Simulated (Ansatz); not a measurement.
Input and output for C2H9InO3S, SMILES `C[S+](C)[In-]([OH])([OH])[OH]`.

```yaml
crystal:
  periodic: [false, false, false]
  atoms:
    - {symbol: C, position_ang: [-0.144521, 0.500709, 1.920581]}
    - {symbol: S, position_ang: [1.168351, 0.300238, 0.706938]}
    - {symbol: C, position_ang: [1.310899, -1.493061, 0.661798]}
    - {symbol: In, position_ang: [-0.431201, 0.635709, -1.386190]}
    - {symbol: O, position_ang: [0.792176, 0.533715, -2.957524]}
    - {symbol: O, position_ang: [-1.242777, 2.359409, -0.777801]}
    - {symbol: O, position_ang: [-1.501098, -1.006185, -0.915917]}
    - {symbol: H, position_ang: [-0.978895, -0.152470, 1.663163]}
    - {symbol: H, position_ang: [0.235637, 0.274298, 2.916370]}
    - {symbol: H, position_ang: [-0.467072, 1.540524, 1.865806]}
    - {symbol: H, position_ang: [2.049407, -1.734395, -0.102761]}
    - {symbol: H, position_ang: [0.345788, -1.928644, 0.399615]}
    - {symbol: H, position_ang: [1.661687, -1.854452, 1.628426]}
    - {symbol: H, position_ang: [0.631454, -0.262125, -3.469996]}
    - {symbol: H, position_ang: [-0.995119, 3.097062, -1.339403]}
    - {symbol: H, position_ang: [-2.434736, -0.810334, -0.813105]}
basis:
  gaussian: {orbitals: STO-3G}
magnetization: {spin_polarized: true, initial_magnetization: 2}
hamiltonian: {xc: {name: HF}}
correlation: {active_space: {window: {electrons: 2, orbitals: 1}}}
accuracy: high
```

```sh
$ ansatz run in.yaml --threads 2 --pin off --events-out ev --progress --plain --max-ram 31744MiB --backend cpu
```

Shortened log:

```
Error: invalid value for `correlation.active_space`: it starts from restricted Hartree–Fock orbitals; set hamiltonian.xc: hf without magnetization.spin_polarized
```
